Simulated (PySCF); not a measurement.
2-iodocyclopenta-1,3-diene (C5H5I), SMILES C1(C=CCC=1)I.

The structure is a stationary point at PBE0-D3(BJ)/def2-SVP. The def2 effective core potentials stand for the cores of I; spin–orbit coupling is left out. Other conformers were not sampled.

These are PySCF with PBE/def2-TZVP values and carry that method's errors.

Symmetry labels are those of the subgroup Cs that the program uses (full group Cs).

Computed valence orbital energies around the gap with their symmetry:
```tsv
orbital	symmetry	energy (eV)
HOMO−7	A'	-9.80
HOMO−6	A'	-9.55
HOMO−5	A'	-9.08
HOMO−4	A'	-8.58
HOMO−3	A"	-8.18
HOMO−2	A"	-6.45
HOMO−1	A'	-6.29
HOMO	A"	-5.47
LUMO	A"	-1.85
LUMO+1	A'	-1.45
LUMO+2	A"	0.34
LUMO+3	A'	0.78
```
